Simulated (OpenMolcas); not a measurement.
**CH5BN2: a line through the functionals**

The species is CH5BN2 (9 atoms), meant as a singlet with charge 0. SMILES: `NC1BN1`. Geometry: relaxed at PBE0-D4/def2-TZVP. This is one conformer, not always the lowest.

The HOMO–LUMO gap y, in eV, basis cc-pVDZ; a is the functional's share of exact exchange. Programs: OpenMolcas 26.06.

| functional | program | a | y (eV) |
| --- | --- | --- | --- |
| PBE | OpenMolcas | 0 | 4.67 |
| BLYP | OpenMolcas | 0 | 4.68 |
| B3LYP | OpenMolcas | 0.2 | 6.69 |
| PBE0 | OpenMolcas | 0.25 | ? |
| BHLYP | OpenMolcas | 0.5 | 9.63 |

Problem. Fit y = c + s·a to the known rows and predict PBE0.

Solution. 
1. Means of the 4 rows: a = 0.1750, y = 6.418.
2. Σ(Δa)² = 0.1675, Σ(Δa·Δy) = 1.6608, so the slope is 1.6608/0.1675 = 9.9152.
3. Intercept: 6.418 − (9.9152) × 0.1750 = 4.683. The largest residual of the fit is 0.024.
4. PBE0: 4.683 + (9.9152) × 0.25 = 7.16 eV.

The run gave 7.19 eV, so the prediction is off by -0.03 eV, more than the largest residual. Exact exchange lowers occupied levels and raises empty ones.
